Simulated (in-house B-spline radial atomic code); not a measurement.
Re²⁺. Computed with a B-spline radial atomic code. Model: all-electron spherical atom, spin shells full or empty, radial basis limit, no spin-orbit coupling, Breit or QED, empty-state partial waves extrapolated as (l+1/2)^-4, RPA, G0W0 and static COHSEX of the highest shell as one setting changes (uncorrelated shells keep exact exchange).

Without the two-electron picture change, core correlation of heavy ions comes too large.

Given: element Re; charge 2; filled core Xe; hamiltonian one-electron scalar X2C; mean-field start PBE; highest l of empty states 9; nuclear rms radius 5.3698 fm; highest mean-field shell 5d up.

Shell: 4f 7 7, 5d 5 0 (electrons up and down).

```json
{"lowest nl shells left uncorrelated": "0", "RPA correlation energy (hartree)": "-6.6069", "G0W0 level (eV)": "-28.612", "G0W0 minus most complete (meV)": "0", "COHSEX level (eV)": "-31.551", "linearised minus solved G0W0 (meV)": "547.9"}
{"lowest nl shells left uncorrelated": "1", "RPA correlation energy (hartree)": "-6.3817", "G0W0 level (eV)": "-28.612", "G0W0 minus most complete (meV)": "0", "COHSEX level (eV)": "-31.551", "linearised minus solved G0W0 (meV)": "547.9"}
{"lowest nl shells left uncorrelated": "2", "RPA correlation energy (hartree)": "-6.171", "G0W0 level (eV)": "-28.612", "G0W0 minus most complete (meV)": "0.4", "COHSEX level (eV)": "-31.551", "linearised minus solved G0W0 (meV)": "547.9"}
{"lowest nl shells left uncorrelated": "3", "RPA correlation energy (hartree)": "-5.5625", "G0W0 level (eV)": "-28.611", "G0W0 minus most complete (meV)": "1.3", "COHSEX level (eV)": "-31.553", "linearised minus solved G0W0 (meV)": "547.9"}
{"lowest nl shells left uncorrelated": "4", "RPA correlation energy (hartree)": "-5.3642", "G0W0 level (eV)": "-28.61", "G0W0 minus most complete (meV)": "2", "COHSEX level (eV)": "-31.552", "linearised minus solved G0W0 (meV)": "547.9"}
{"lowest nl shells left uncorrelated": "5", "RPA correlation energy (hartree)": "-4.7549", "G0W0 level (eV)": "-28.608", "G0W0 minus most complete (meV)": "4.4", "COHSEX level (eV)": "-31.551", "linearised minus solved G0W0 (meV)": "547.8"}
{"lowest nl shells left uncorrelated": "6", "RPA correlation energy (hartree)": "-3.7522", "G0W0 level (eV)": "-28.6", "G0W0 minus most complete (meV)": "12.1", "COHSEX level (eV)": "-31.532", "linearised minus solved G0W0 (meV)": "547.6"}
{"lowest nl shells left uncorrelated": "7", "RPA correlation energy (hartree)": "-3.5599", "G0W0 level (eV)": "-28.601", "G0W0 minus most complete (meV)": "10.5", "COHSEX level (eV)": "-31.534", "linearised minus solved G0W0 (meV)": "547.6"}
{"lowest nl shells left uncorrelated": "8", "RPA correlation energy (hartree)": "?", "G0W0 level (eV)": "?", "G0W0 minus most complete (meV)": "?", "COHSEX level (eV)": "?", "linearised minus solved G0W0 (meV)": "?"}
{"lowest nl shells left uncorrelated": "9", "RPA correlation energy (hartree)": "?", "G0W0 level (eV)": "?", "G0W0 minus most complete (meV)": "?", "COHSEX level (eV)": "?", "linearised minus solved G0W0 (meV)": "?"}
{"lowest nl shells left uncorrelated": "10", "RPA correlation energy (hartree)": "-1.7945", "G0W0 level (eV)": "-28.671", "G0W0 minus most complete (meV)": "-59.3", "COHSEX level (eV)": "-31.637", "linearised minus solved G0W0 (meV)": "559.5"}
{"lowest nl shells left uncorrelated": "11", "RPA correlation energy (hartree)": "-1.1978", "G0W0 level (eV)": "-28.858", "G0W0 minus most complete (meV)": "-246.2", "COHSEX level (eV)": "-31.62", "linearised minus solved G0W0 (meV)": "626.7"}
{"lowest nl shells left uncorrelated": "12", "RPA correlation energy (hartree)": "-0.14857", "G0W0 level (eV)": "-28.473", "G0W0 minus most complete (meV)": "139.5", "COHSEX level (eV)": "-30.791", "linearised minus solved G0W0 (meV)": "626.5"}
```

(1) What follows for lowest nl shells left uncorrelated = 8?

(2) What follows for lowest nl shells left uncorrelated = 9?

Answers

(1) RPA correlation energy -2.9833 hartree; G0W0 level -28.61 eV; G0W0 minus most complete 2.1 meV; COHSEX level -31.544 eV; linearised minus solved G0W0 547.7 meV.

(2) RPA correlation energy -1.9946 hartree; G0W0 level -28.669 eV; G0W0 minus most complete -57 meV; COHSEX level -31.654 eV; linearised minus solved G0W0 547.9 meV.
